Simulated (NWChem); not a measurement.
# SiH₃F; SMILES F[SiH3]

```xyz
5

Si     0.0000     0.0000    -0.4569
F      0.0000     0.0000     1.1819
H      1.0052     1.0052    -0.9391
H      0.3679    -1.3731    -0.9391
H     -1.3731     0.3679    -0.9391
```
Atoms are numbered in this order, from 1.

Computed with NWChem. Pople sets run with spherical d functions. The geometry was optimised at PBE-D3(BJ)/def2-SVP. GIAO values for the isolated, static molecule; σ is the absolute isotropic shielding.

| level | basis functions | σ Si1 (ppm) | σ F2 (ppm) | σ H3 (ppm) |
|---|---|---|---|---|
| Hartree-Fock/6-31G* | 38 | 459.8 | 427.8 | 27.18 |
| Hartree-Fock/6-311G** | 62 | 418.7 | 437.2 | 26.98 |
| Hartree-Fock/def2-SVP | 47 | (withheld) | 430.3 | 26.99 |
| Hartree-Fock/def2-TZVP | 86 | 405.8 | 414.6 | 26.82 |
| Hartree-Fock/IGLO-II | 75 | 424.5 | 420.4 | 26.88 |
| Hartree-Fock/IGLO-III | 109 | 420.1 | 421.3 | 26.75 |
| Hartree-Fock/pcSseg-2 | 121 | 412.4 | 420.4 | 26.79 |

What belongs in the gaps?


- Hartree-Fock/def2-SVP, σ Si1 (ppm): 471.9
